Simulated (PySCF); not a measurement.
CrO₂F, SMILES [O]=[Cr+](=[O])[F], charge +1, multiplicity 1. Atoms are numbered in the order given.

```xyz
4

Cr     0.0529     0.2581     0.0000
O      0.7797    -0.2652     1.2102
O      0.7797    -0.2652    -1.2102
F     -1.5274    -0.2169     0.0000
```
Charge +1, spin multiplicity 1.

The structure is a stationary point at PBE0-D3(BJ)/def2-SVP. The multiplicity is an assumed one; other spin states were not compared. The isomer is the one that the SMILES or the coordinates give; other isomers of the formula were not compared.

Two levels are set side by side: PBE/pcSseg-2 (PySCF) and PBE0/pcSseg-2 (PySCF). GIAO shifts against CFCl3 (¹⁹F), H2O (¹⁷O) at the same level; non-relativistic, no solvent, atoms listed together averaged. Differences are taken from unrounded values.

```tsv
quantity	PBE
δ(¹⁷O) of O2, O3 (ppm)	1640.5
δ(¹⁹F) of F4 (ppm)	557.7
```

Problem. These are the PBE values. What does PBE0 give? (An estimate is asked for; the answer gives what the named calculation found.)

Solution. 
```
quantity                  PBE0  PBE minus PBE0
----------------------  ------  --------------
δ(¹⁷O) of O2, O3 (ppm)  2136.8          -496.3
δ(¹⁹F) of F4 (ppm)       573.0           -15.3
```

Rough cost on one machine, each run with all the roots and properties that it gave: PBE0 against PBE within a factor of 2.
